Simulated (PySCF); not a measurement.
FHPbS, neutral, multiplicity 1. Atoms are numbered in the order given.

```xyz
4

Pb     0.2372     0.3473     0.0000
F     -1.7481     0.9131     0.0000
S     -0.2954    -2.1385     0.0000
H      1.0070    -2.4805     0.0000
```

Coordinates come from a B3LYP-D3(BJ)/def2-TZVP optimisation. The def2 effective core potentials stand for the cores of Pb; spin–orbit coupling is left out. One conformer was computed; it need not be the lowest.

Level of theory: TDDFT-ωB97X/def2-SVPD run with PySCF.

Vertical excitations. The molecule is in vacuum. State labels are in the subgroup Cs.

```
state  symmetry  energy (eV)  λ (nm)      f                                            main pairs
-----  --------  -----------  ------  -----  ----------------------------------------------------
S1           A"         3.76     330  0.016                                        HOMO→LUMO 99 %
S2           A'         4.31     288  0.020                                      HOMO−1→LUMO 91 %
S3           A"         5.72     217  0.010                HOMO−1→LUMO+1 79 %, HOMO−1→LUMO+2 12 %
S4           A'         5.78     214  0.046                    HOMO→LUMO+1 74 %, HOMO→LUMO+2 20 %
S5           A"         6.03     206  0.000                HOMO−1→LUMO+2 69 %, HOMO−1→LUMO+1 16 %
S6           A"         6.21     200  0.029                                      HOMO−2→LUMO 96 %
S7           A"         6.46     192  0.005                                      HOMO−3→LUMO 91 %
S8           A"         6.53     190  0.039                HOMO−1→LUMO+3 59 %, HOMO−1→LUMO+4 30 %
S9           A'         6.72     184  0.225                    HOMO−4→LUMO 69 %, HOMO→LUMO+2 12 %
S10          A'         6.86     181  0.823  HOMO→LUMO+2 55 %, HOMO−4→LUMO 21 %, HOMO→LUMO+1 10 %
T1           A"         3.32     374      0                                        HOMO→LUMO 97 %
T2           A'         3.70     335      0                                      HOMO−1→LUMO 97 %
T3           A'         5.15     241      0                    HOMO→LUMO+1 78 %, HOMO→LUMO+2 13 %
T4           A"         5.50     225      0                HOMO−1→LUMO+1 49 %, HOMO−1→LUMO+2 38 %
```
Triplets are in the Tamm–Dancoff approximation, which puts them higher than full response would, so one can lie above its singlet here.
